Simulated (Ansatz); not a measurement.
A nudged elastic band was laid between two geometries of CH$_{8}$AlAsOSi (13 atoms, charge 0, multiplicity 1).

All numbers below come from RKS B3LYP-D4/def2-SVP in Ansatz.

```json
{"movable images": "5", "climbing image": "yes", "spring": "5.0 eV/Å²", "optimiser": "lbfgs", "start path": "IDPP", "force threshold": "0.05 eV/Å", "iteration limit": "60", "end points": "relaxed"}
```

Initial state:

```xyz
13
Properties=species:S:1:pos:R:3
C -1.662 -0.180 0.856
Si 0.043 -0.973 1.142
Al 1.417 -1.031 -0.899
O 1.660 0.448 -1.733
As 1.316 2.203 -1.583
H -2.247 -0.753 0.118
H -2.239 -0.148 1.794
H -1.556 0.850 0.480
H 0.763 -0.194 2.203
H -0.144 -2.354 1.693
H 2.122 -2.289 -1.554
H 0.602 2.184 -0.206
H -0.055 2.204 -2.295
```

Final state:

```xyz
13
Properties=species:S:1:pos:R:3
C -2.234 -0.810 0.767
Si -0.341 -0.710 0.943
Al 0.802 -0.657 -1.235
O 1.606 0.765 -1.746
As 1.982 2.467 -1.321
H -2.530 -1.702 0.192
H -2.713 -0.870 1.757
H -2.632 0.077 0.249
H 0.008 0.493 1.764
H 0.127 -1.905 1.722
H 0.845 -1.853 -2.274
H 1.629 2.415 0.184
H 3.473 2.256 -0.988
```

(1) Which bonds break or form, and what moves?

(2) What energy profile does the band end with?

## Answers

(1) No bond is made or broken. The height of As5 over the plane of its neighbours goes from -0.84 to 0.84 Å.

(2) It did not converge within its limit. The highest image is number 3 of 0 to 6, 2.51 eV above the first end and 2.49 eV above the last; the last end lies 0.02 eV above the first. The band didn't meet its force threshold, so its energies are provisional: the largest band force was still 0.19 eV/Å, and over the last iterations the top stayed at 2.51 eV.

```csv
image,path coordinate (Å),energy (eV),height of As5 over the plane of its neighbours (Å)
0,0.00,0.00,-0.84
1,0.96,0.01,-0.84
2,1.89,0.03,-0.81
3,2.88,2.51,-0.01
4,4.33,0.09,0.82
5,5.76,0.03,0.84
6,7.16,0.02,0.84
```

Time of the run: 12 min on 2 threads of Intel(R) Xeon(R) 6975P-C (Granite Rapids), with other jobs on the host, peak memory 0.4 GiB.
